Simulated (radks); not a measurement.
Effect of the nuclear size on the platinum ion Pt+, [Xe] 4f14 5d9. Method: Dirac Kohn-Sham, PBE, spin-unpolarised, spherical densities, finite nucleus; open shells are shared between the two j in proportion to 2j + 1; Fermi nuclear charge, rms radius 5.427 fm; computed with a radial shooting solver on a logarithmic mesh with Libxc functionals. The rms radius is varied about that value; shifts are against it.

\begin{tabular}{lrrrrrrrrr}
rms radius (fm) & total energy shift (eV) & density at nucleus (e/bohr^3) & 1s1/2 shift (meV) & 2s1/2 shift (meV) & 5s1/2 shift (meV) & 5p1/2 shift (meV) & 5d5/2 shift (meV) & 6s1/2 (empty) shift (meV) & 6p1/2 (empty) shift (meV) \\ \hline
4.6238 & -24.3 & 2.101e+06 & -9760 & -1430 & -15.9 & -0.390 & 0.064 & -1.72 & -0.093 \\
4.9006 & -16.2 & 2.054e+06 & -6510 & -953 & -10.6 & -0.260 & 0.043 & -1.15 & -0.062 \\
5.427 & 0 & 1.974e+06 & 0.000 & 0.000 & 0.000 & 0.000 & 0.000 & 0.000 & 0.000 \\
5.9154 & 15.9 & 1.909e+06 & 6400 & 936 & 10.4 & 0.257 & -0.042 & 1.13 & 0.061 \\
6.1976 & 25.5 & 1.875e+06 & 10200 & 1500 & 16.7 & 0.412 & -0.067 & 1.80 & 0.097 \\
\end{tabular}

Slopes of the eigenvalues against <r^2> in GHz/fm^2, as finite differences over the two radii next to the reference (eigenvalue slopes, not the field-shift constants of lines): 1s1/2 284000, 2s1/2 41600, 5s1/2 463, 5p1/2 11.4, 5d5/2 -1.87, 6s1/2 (empty) 50.0, 6p1/2 (empty) 2.70.
